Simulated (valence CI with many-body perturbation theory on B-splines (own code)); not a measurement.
## Sensitivity of CI+MBPT for Br XXIII

Computed by relativistic CI+MBPT: three valence electrons over a frozen Dirac-Fock core [Ne], a basis of 6 s, 6 p, 5 d, 3 f, 1 g functions for each j, with the one-electron correlation potential Σ1 (screened to all orders), the two-electron term Σ2, the three-electron term Σ3, Breit, model QED; selected single and double excitations, second order for the rest (own B-spline code, finite nucleus).

No measured spectrum was set against this ion. As an estimate, levels of excited configurations hold to 0.05 to 0.15 % of their energy, terms of the ground configuration to about 0.5 %.

The reference run has the lowest level 3s2.3p 2P°_1/2 and an ionisation energy of 970.803 eV. Its largest variational space holds 2876 state functions.

Names give the largest LS component (configuration and term), which can be under half, so a name can repeat, a term be missing and a line seem to break the LS rules; names also repeat where a configuration has a term twice.

| Level | Reference (cm⁻¹) | Shift (cm⁻¹) |
| --- | --- | --- |
| 3s2.3p 2P°_3/2 | 84878 | -20 |
| 3s.3p2 4P_1/2 | 391396 | -961 |
| 3s.3p2 4P_3/2 | 435578 | -1155 |
| 3s.3p2 4P_5/2 | 468789 | -940 |
| 3s.3p2 2D_3/2 | 546327 | +195 |
| 3s.3p2 2D_5/2 | 571913 | -77 |
| 3s.3p2 2P_1/2 | 624829 | +1423 |
| 3s.3p2 2S_1/2 | 709361 | +1603 |
| 3s.3p2 2P_3/2 | 720411 | +1257 |
| 3s2.3d 2D_3/2 | 801031 | +1876 |
| 3s2.3d 2D_5/2 | 812528 | +1808 |
| 3p3 2D°_3/2 | 996912 | -194 |

The ionisation energy moves by -0.156 eV.

Which of these changes was made?
A. core polarisation of operators on → off
B. Breit term on → off
C. correlating orbitals by l 3 3 3 2 1 → 2 2 1 1 0; natural orbitals for correlation on → off

C. correlating orbitals by l 3 3 3 2 1 → 2 2 1 1 0; natural orbitals for correlation on → off.
